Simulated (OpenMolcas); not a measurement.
How basis sets differ on C2H5AlN2 (SMILES C#[C][Al]([NH2])[NH2])

The species is C2H5AlN2 (10 atoms), meant as a singlet with charge 0. SMILES: `C#[C][Al]([NH2])[NH2]`. The coordinates come from a PBE0-D4/def2-TZVP relaxation.

Quantity: the HOMO–LUMO gap, in eV. The values are calculated.

```
                              level          kind     program  value (eV)  CPU time
               HF/ANO-RCC-MB (DKH2)  Hartree–Fock  OpenMolcas       14.00     4.3 s
                          HF/STO-3G  Hartree–Fock  OpenMolcas       16.68     1.4 s
                           HF/3-21G  Hartree–Fock  OpenMolcas       13.40     2.1 s
HF/ANO-RCC-VDZ (DKH2, RICD fitting)  Hartree–Fock  OpenMolcas       12.82     3.1 s
                        HF/def2-SVP  Hartree–Fock  OpenMolcas       13.64       8 s
```

The values span 12.82 to 16.68 eV. A Hartree–Fock LUMO above zero doesn't converge with the basis: it sinks as sets grow more diffuse. Orbital gaps aren't excitation energies. CPU times are rough (shared hosts, several kinds of processor and program).
